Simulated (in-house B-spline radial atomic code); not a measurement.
Stripping potassium of all its electrons. The total binding energy is the sum of the 19 successive ionisation energies. Configuration: [Ar] 4s1. Computed with a radial B-spline atomic code at the basis-set limit: Dirac-Hartree-Fock, average of configuration, Fermi nucleus of rms radius 3.4349 fm.

Dirac-Coulomb total energy: -601.5259 hartree. First-order corrections (hartree): Breit 0.1596, self-energy 0.1132, vacuum polarisation -0.008072, recoil 0.00687.

(1) What total binding energy follows, and how does it compare with the sum of NIST's ionisation energies?

(2) What share of the binding belongs to the last two electrons?

Answers

(1) 16361.0 eV from the corrected total, against 16382.4 ± 1.4 eV from NIST's table (measured, semi-empirical and theoretical entries, uncertainties added in quadrature). The table binds 21.5 eV more, 1.13 eV per electron, the size expected of the correlation energy that Hartree-Fock leaves out.

(2) 58 % by NIST's values (9544.9 eV).
